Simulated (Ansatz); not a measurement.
C$_{3}$H$_{9}$GeN, SMILES `C[CH](C)[Ge][NH2]`, relaxed with RKS PBE-D4/def2-SVP in Ansatz from a rough embedded geometry. The force threshold is 0.03 eV/Å; the program also tests the step.

The species carries charge 0 and has multiplicity 1.

Start:

```xyz
14

C     0.688   -0.611    1.144
C    -0.628   -0.229    0.536
C    -0.639    1.265    0.329
Ge   -1.014   -1.104   -1.183
N     0.387   -0.708   -2.418
H     0.842   -0.214    2.124
H     0.682   -1.763    1.271
H     1.506   -0.382    0.456
H    -1.472   -0.526    1.271
H     0.142    1.613   -0.320
H    -1.638    1.585   -0.074
H    -0.567    1.807    1.327
H     1.319   -1.033   -1.981
H     0.393    0.299   -2.481
```

| step | energy (eV) | largest force (eV/Å) | largest move (Å) |
| --- | --- | --- | --- |
| 1 | -61239.5449 | 2.768 | 0.000 |
| 2 | -61239.9502 | 0.864 | 0.192 |
| 3 | -61240.0937 | 0.783 | 0.195 |
| 4 | -61240.2691 | 0.809 | 0.197 |
| 5 | -61240.4382 | 1.317 | 0.196 |
| 6 | -61240.5846 | 1.353 | 0.195 |
| 7 | -61240.7752 | 0.927 | 0.200 |
| 8 | -61240.8660 | 0.398 | 0.200 |
| 9 | -61240.9045 | 0.201 | 0.200 |
| 10 | -61240.9092 | 0.231 | 0.097 |
| 11 | -61240.9138 | 0.352 | 0.136 |
| 12 | -61240.9185 | 0.252 | 0.093 |
| 13 | -61240.9223 | 0.095 | 0.089 |
| 14 | -61240.9234 | 0.108 | 0.063 |
| 15 | -61240.9242 | 0.038 | 0.025 |
| 16 | -61240.9246 | 0.038 | 0.037 |
| 17 | -61240.9249 | 0.060 | 0.042 |
| 18 | -61240.9253 | 0.085 | 0.043 |
| 19 | -61240.9256 | 0.137 | 0.072 |
| 20 | -61240.9260 | 0.092 | 0.019 |
| 21 (rejected) | -61240.9255 | 0.083 | 0.033 |
| 22 | -61240.9265 | 0.019 | 0.016 |
| 23 | -61240.9267 | 0.028 | 0.036 |

End:

```xyz
14

C     0.671   -0.756    1.109
C    -0.645   -0.220    0.537
C    -0.656    1.310    0.428
Ge   -1.122   -1.080   -1.268
N     0.390   -0.515   -2.144
H     0.887   -0.328    2.114
H     0.664   -1.861    1.220
H     1.538   -0.503    0.461
H    -1.475   -0.530    1.211
H     0.139    1.678   -0.255
H    -1.621    1.700    0.039
H    -0.485    1.794    1.416
H     1.152    0.042   -1.739
H     0.563   -0.729   -3.130
```

Run time 24 s (8 threads of an Arm Neoverse V1 on a shared host); peak host memory 0.22 GiB.
